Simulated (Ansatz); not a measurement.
Input file for Ansatz (an electronic-structure program): R-CCSD(T)/def2-TZVPPD on CHIO2 (a complex), monomers drawn apart or pushed together. Elements past Kr take the def2 small-core potentials; no spin–orbit coupling. Files ending in .json are basis or fitting sets from the Basis Set Exchange. The run froze 12 orbitals, filled d shells among them.

Ansatz 0.2 input:
```yaml
crystal:
  periodic: [false, false, false]
  atoms:
    - {symbol: O, position_ang: [1.13097344, -0.11991734, -0.02415050]}
    - {symbol: C, position_ang: [-0.00881629, 0.04349541, 0.10863795]}
    - {symbol: O, position_ang: [-1.15079624, 0.20741376, 0.23111172]}
    - {symbol: I, position_ang: [0.13210261, -0.07218106, 5.28811058]}
    - {symbol: H, position_ang: [-1.45384976, 0.16242603, 5.08908043]}
basis:
  gaussian:
    orbitals: def2-TZVPPD.json
magnetization: {spin_polarized: false}
correlation: {method: ccsd_t, electrons: outside_noble_gas}
scf: {lower_state_search: off}
```

It printed:

```
WARN ansatz: RAYON_NUM_THREADS=1 ignored (pool sized by the plan → 1); use --threads N
Functional definition: HF
these checks for a lower state are left out or cut short: stability, starts, cluster_reference, orbital_swaps, neighbouring_geometries, increment
integrals: 0.70 GiB planned
1356 factors; integrals over basis functions are off by at most 1.2e-3 eV
mean field: 0.58 GiB planned
mean field evaluation 1: about -13193.5248 eV, gradient 3.9e1 eV
mean field evaluation 2: about -13193.6495 eV, gradient 3.9e1 eV
mean field evaluation 4: about -13196.3985 eV, gradient 2.6e0 eV
mean field evaluation 8: about -13196.4343 eV, gradient 2.7e-1 eV
mean field -13196.43455362 eV, -484.9600249810 hartree, gradient 1.9e-6 eV, S^2 0.000000; 0 other end points of the search recorded, 0 dependent functions left out
12 core orbitals not correlated
reference -13196.43455362 eV, -484.9600249810 hartree; 12, 12 occupied and 169, 169 virtual orbitals, 1356 factors
second order -20.45930627 eV of doubles, -0.00000000 eV of singles
coupled cluster: 2.13 GiB planned
cycle   1  -20.00113428 eV  change    4.6e-1 eV  update   1.3e-1
cycle   2  -20.61798026 eV  change   -6.2e-1 eV  update   4.3e-2
cycle   3  -20.76061881 eV  change   -1.4e-1 eV  update   1.8e-2
cycle   4  -20.74002266 eV  change    2.1e-2 eV  update   3.5e-3
cycle   5  -20.74128756 eV  change   -1.3e-3 eV  update   1.2e-3
cycle   6  -20.74121048 eV  change    7.7e-5 eV  update   2.5e-4
cycle   7  -20.74097304 eV  change    2.4e-4 eV  update   8.5e-5
cycle   8  -20.74100350 eV  change   -3.0e-5 eV  update   2.4e-5
cycle   9  -20.74100281 eV  change    6.9e-7 eV  update   5.8e-6
perturbative correction -0.93858582 eV, -0.0344923926 hartree
Total energy: -13218.11414225 eV, -485.7567351682 hartree
Checks for a lower state left out: stability, starts, cluster_reference, orbital_swaps, neighbouring_geometries, increment
```

The run converged.

Cost: around 80 core-seconds (rough).
